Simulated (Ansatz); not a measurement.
Relaxation of CH₅BFN (9 atoms, charge 0, multiplicity 1), to a largest force component of 0.015 eV/Å in at most 40 steps.

Method: Ansatz, RKS B3LYP-D4/6-31G*.

```xyz
9
Properties=species:S:1:pos:R:3
C -0.352 0.907 -0.511
B -0.059 -0.585 -0.280
N 0.283 -1.099 1.092
F -0.032 -1.492 -1.395
H 0.311 1.367 -1.281
H -0.325 1.544 0.421
H -1.407 1.040 -0.913
H 0.325 -2.201 1.004
H -0.548 -0.944 1.787
```

**Question.** Where does it end, and by what steps?

**Answer.** The run converged. The force dipped under the threshold on the way, but the program's further checks kept it going. After 9 steps the energy has fallen by 0.922 eV; H9 moved furthest, 0.52 Å.

```tsv
step	energy less start (eV)	largest force component (eV/Å)	accepted
0	0.0000	2.713	yes
1	-0.5481	2.503	yes
2	-0.7571	1.540	yes
3	-0.9113	0.259	yes
4	-0.9122	0.303	yes
5	-0.9213	0.033	yes
6	-0.9220	0.011	yes
7	-0.9222	0.044	yes
8	-0.9223	0.023	yes
9	-0.9224	0.002	yes
```

```xyz
9
Properties=species:S:1:pos:R:3
C -0.416 0.903 -0.504
B -0.110 -0.630 -0.300
N 0.021 -1.237 0.958
F 0.037 -1.420 -1.387
H 0.376 1.377 -1.098
H -0.513 1.461 0.433
H -1.346 1.036 -1.072
H 0.217 -2.222 1.068
H -0.072 -0.732 1.827
```

Time of the run: 25 s on 1 thread of Intel(R) Xeon(R) Platinum 8375C CPU @ 2.90GHz (Ice Lake), with other jobs on the host, peak memory 0.17 GiB.
